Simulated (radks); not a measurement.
Polarisability of neutral rubidium, [Kr] 5s1, at imaginary frequency. Method: non-relativistic Kohn-Sham, LDA (Slater exchange, VWN5 correlation), spin-polarised, spherical densities, point nucleus; open shells are filled with parallel spins first (spin-orbit coupling, left out, can overturn this in heavy ions); relativity is left out, which matters for an element this heavy; computed with a radial shooting solver on a logarithmic mesh with Libxc functionals. Response by self-consistent Sternheimer equations with the Hartree and adiabatic LDA kernel.

| w (hartree) | alpha1(iw) (bohr^3) | alpha2(iw) (bohr^5) |
|---|---|---|
| 0.00266 | 299.9 | 7926 |
| 0.0143 | 284.5 | 7684 |
| 0.0360 | 221.9 | 6575 |
| 0.0697 | 131.7 | 4518 |
| 0.118 | 68.15 | 2571 |
| 0.186 | 36.19 | 1347 |
| 0.280 | 21.16 | 693.4 |
| 0.413 | 13.55 | 359.2 |
| 0.605 | 9.001 | 187.5 |
| 0.892 | 5.781 | 97.19 |
| 1.35 | 3.374 | 48.30 |
| 2.12 | 1.719 | 21.76 |
| 3.59 | 0.7505 | 8.232 |
| 6.94 | 0.2730 | 2.334 |
| 17.5 | 0.06554 | 0.3860 |

Static values: alpha1 = 300.5 bohr^3 (44.52 angstrom^3; uncoupled 352.8), alpha2 = 7935 bohr^5, alpha3 = 258100 bohr^7. C6 = 4285, C8 = 636400, triple-dipole C9 = 934600 atomic units. One-pole (London) frequency 4 C6 / (3 alpha1^2) = 0.063 hartree, against 0.092 for minus the highest occupied eigenvalue. The dipole shielding factor is 1.000, as the force sum rule N/Z = 1.000 demands. Recommended static value: 319.8 bohr^3 (Schwerdtfeger and Nagle, 2023 table).
